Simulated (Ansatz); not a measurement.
C2H5BO can be A, `B/C=C/O`, or B, `BC(=C)O`.

Isolated molecules relaxed with PBE0-D4/def2-TZVP in Ansatz; ΔE leaves out vibrations. CCSD(T)/CBS is the MP2 limit (def2-TZVPP, def2-QZVPP) plus CCSD(T) − MP2 in def2-TZVPP, frozen cores. This one scheme is used for every species. DFT in def2-TZVPP. B3LYP here is the variant with VWN-RPA as its local correlation; programs differ in this. One conformer a species, not always the lowest.

A:

```xyz
9

B     0.831   -0.170    1.340
C     0.004    0.422    0.225
C    -0.361   -0.363   -0.808
O    -1.084   -0.014   -1.870
H     1.143   -1.328    1.280
H     1.183    0.481    2.281
H    -0.317    1.465    0.210
H    -0.075   -1.410   -0.856
H    -1.324    0.918   -1.802
```

B:

```xyz
9

B     0.012   -1.264    0.142
C    -0.171    0.238   -0.109
C     0.786    1.104    0.268
O    -1.293    0.728   -0.713
H     1.005   -1.657    0.672
H    -0.839   -2.041   -0.194
H     0.692    2.173    0.107
H     1.679    0.730    0.747
H    -1.872   -0.010   -0.919
```

Q: Which isomer does CCSD(T)/CBS put lower? Give the gap. (Best estimate.)

A: Ansatz gave: A, by 6.6 kcal/mol.

Q: Give E(B) − E(A) in kcal/mol with HF/def2-TZVPP, PBE-D4, ωB97M-V, CCSD/def2-TZVPP, B3LYP-D4, MP2/def2-TZVPP, B2PLYP. (Best estimate.)

A: Computed: HF/def2-TZVPP 8.4, PBE-D4 8.2, ωB97M-V 7.7, CCSD/def2-TZVPP 7.0, B3LYP-D4 7.6, MP2/def2-TZVPP 7.9, B2PLYP 7.9. None reverses the order clearly.

Largest T1 diagnostic: 0.013.
